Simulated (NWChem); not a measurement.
ZnSH cation; SMILES [SH][Zn+]

```xyz
3

Zn    -0.0131     0.7830     0.0000
S     -0.0567    -1.3773     0.0000
H      1.3008    -1.4538     0.0000
```
Atoms are numbered in this order, from 1.

Computed with NWChem. Pople sets run with spherical d functions. Structure relaxed at the PBE0/def2-SVP level.

Among these, which level gives the highest value of “orbital gap (eV)”?
(A) PBE0/STO-3G
(B) PBE0/3-21G
(C) PBE0/6-31G*

A, PBE0/STO-3G. Values: PBE0/6-31G* 3.09; PBE0/3-21G 3.20; PBE0/STO-3G 3.51
